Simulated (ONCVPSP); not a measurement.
## What one change does to a pseudopotential (platinum (Pt), ONCV)

- Element: Pt (Z = 78)
- Generator: ONCVPSP 4.0.1
- Type: optimised norm-conserving Vanderbilt (ONCV)
- Functional: PW91
- Relativity: fully relativistic
- Frozen core: [Kr] 4d10 4f14
- Valence charge: 18
- Reference configuration: 5s2 5p6 5d9 (charge +1)
- Partial waves: 5s: rc 1.60 bohr, ncon 4, nbas 8, qcut 6 1/bohr, 2 projectors, debl 1.6 Ha; 5p: rc 1.35 bohr, ncon 3, nbas 7, qcut 8.5 1/bohr, 2 projectors, debl 2.8 Ha; 5d: rc 1.65 bohr, ncon 4, nbas 7, qcut 5 1/bohr, 2 projectors, debl 0.7 Ha; f scattering state at 0.45 Ha: rc 1.35 bohr, ncon 3, nbas 6, qcut 7.9 1/bohr, local
- Local potential: the f channel
- Core correction: none

Open shells are filled in proportion to 2j + 1.

In the s channel the program set the typed energies aside and used -4.040, 0.050 Ha.

Change: f: nproj 1; local potential polynomial inside 1.00 bohr (lpopt 5, dvloc0 0 Ha).

Cutoffs: the cutoffs (Ha) at which the residual kinetic energy of the hardest occupied pseudo-wave falls to 1 and 0.1 mHa per electron; they do not see the model core or the augmentation charge, which bear on the density cutoff. Errors are all-electron minus pseudo energies relative to the spin-unpolarised reference configuration.

Problem. How do hardness, ghosts and transferability respond?

Solution. The potential gets neither clearly harder nor softer (51 Ha and 63 Ha → 51 Ha and 63 Ha); the bound ghosts move from s to d; the lowest positive-energy flag moves from none to s at 39.1 eV; of the 4 tests that both files solve, the error grows in 0 and shrinks in 2 by more than 15 % and 0.3 meV (median size 0.8 → 0.6 meV); the range in which the s phases agree widens (upper end -3.0 → 1.2); the range in which the p1/2 phases agree widens (upper end 3.7 → 4.8). In the separable form a ghost depends on how the local part lies against the semilocal potential of the channel, so the choice of the local part can create or remove one.

```csv
quantity,base,changed
"cutoff, loose",51 Ha,51 Ha
"cutoff, tight",63 Ha,63 Ha
bound ghosts,s,"d5/2, d3/2"
GHOST(+) flags under 300 eV,none,"s at 39.1 eV, p3/2 at 284.2 eV"
"error for 5s2 5p6 5d9 6s1, meV [ΔE -9.29 eV]",-20,+1.2
"error for 5s2 5p6 5d8, meV [ΔE 20.06 eV]",+0.1,+0.2
"error for 5s2 5p6 5d7, meV [ΔE 52.35 eV]",+1.2,+1.1
"error for 5s2 5p6 5d9 6p1, meV [ΔE -4.25 eV]",+0.4,0.0
s: phases at 1.62 bohr within 0.05 rad from the reference energy up to (Ha; the scan ends near 5),-3.0,1.2
p3/2: phases at 1.37 bohr within 0.05 rad from the reference energy up to (Ha; the scan ends near 5),4.4,to the end of the scan
p1/2: phases at 1.37 bohr within 0.05 rad from the reference energy up to (Ha; the scan ends near 5),3.7,4.8
d5/2: phases at 1.67 bohr within 0.05 rad from the reference energy up to (Ha; the scan ends near 5),4.2,4.1
d3/2: phases at 1.67 bohr within 0.05 rad from the reference energy up to (Ha; the scan ends near 5),4.1,4.0
f7/2: phases at 1.37 bohr within 0.05 rad from the reference energy up to (Ha; the scan ends near 5),1.2,1.3
f5/2: phases at 1.37 bohr within 0.05 rad from the reference energy up to (Ha; the scan ends near 5),1.7,1.4
```

 A true bound ghost makes a file unfit for plane-wave use even where its test errors are small: the radial tests pick states by their node count and pass the ghost by.
